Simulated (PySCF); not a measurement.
A GIAO shielding run with PySCF 2.14.0 with density-fitted response routines (density fitting, non-relativistic, gas phase) on SMILES COC1=C[C@H](C#N)[SiH2]C1, C6H9NOSi:

```
$ OMP_NUM_THREADS=1 python probes_run.py task.json out

{"job": {"kind": "nmr", "xc": "PBE0", "basis": "pcSseg-1"}, "charge": 0, "multiplicity": 1}
C      2.873886    -0.108273     0.013127
O      1.872937    -0.071785    -0.974411
C      0.581382     0.055421    -0.565532
C      0.131927     0.177308     0.679530
C     -1.356365     0.312113     0.889993
C     -1.832516    -0.759592     1.709908
N     -2.199460    -1.635103     2.350574
Si    -2.104912     0.256272    -0.886934
C     -0.398478     0.068512    -1.707828
H      3.816893    -0.216963    -0.520075
H      2.889060     0.817537     0.597647
H      2.735099    -0.958293     0.688977
H      0.761471     0.167592     1.554725
H     -1.588692     1.248464     1.410126
H     -2.981406    -0.894737    -1.088479
H     -2.773883     1.521049    -1.199527
H     -0.143971     0.880235    -2.389888
H     -0.291731    -0.853439    -2.280225
```

Hardware: 1 thread of an Arm Neoverse N1, shared host. The job also computes population analyses, field gradients, ring-centre shieldings.

(1) How large is the calculation?

(2) How long does it take, and how much memory does it need?

Answers

(1) 74 electrons, 205 basis functions and 1078 auxiliary functions.

(2) 74 s of wall time, with 15 SCF cycles and 5 response iterations; peak memory 0.93 GiB. Times on a shared host scatter by some tens of per cent.
